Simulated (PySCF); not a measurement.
# Energy of Co⁻ (cobalt, charge -1) between two integer charges

The 3d beta orbital of [Ar] 3d8 4s2 is emptied in steps (occupation f), with all orbitals relaxed, ending at [Ar] 3d7 4s2. Calculation: PySCF 2.14, in def2-TZVPPD; no relativity, point nucleus. The exact energy is a straight line in f; departures are measured from the line between the end points of the same method.

| f | LDA (eV) | PBE (eV) |
| --- | --- | --- |
| 1 | 0.000 | 0.000 |
| 0.9 | -0.443 | -0.419 |
| 0.7 | -1.057 | -0.997 |
| 0.5 | -1.286 | -1.212 |
| 0.3 | -1.103 | -1.039 |
| 0.1 | -0.484 | -0.454 |
| 0 | 0.000 | 0.000 |

```tsv
method	E(f=0) − E(f=1) (eV)	−ε at f=1 (eV)	−ε at f=0.5 (eV)
LDA	1.954	-2.919	1.810
PBE	1.665	-2.942	1.542
```

Orbital energy along the path (eV):

| f | LDA | PBE |
| --- | --- | --- |
| 1 | 2.919 | 2.942 |
| 0.9 | 2.034 | 2.100 |
| 0.7 | 0.174 | 0.336 |
| 0.5 | -1.810 | -1.542 |
| 0.3 | -3.924 | -3.539 |
| 0.1 | -6.200 | -5.656 |
| 0 | -7.386 | -6.759 |

At f = 1 the orbital energy is positive for LDA, PBE: only the finite basis holds the electron.

Reference removal energy between the ground levels: 0.662 eV (measured; photodetachment measurements, as compiled on the Wikipedia data page of electron affinities). The calculation has no spin-orbit coupling. The determinant left behind need not be the lowest term of the ion.
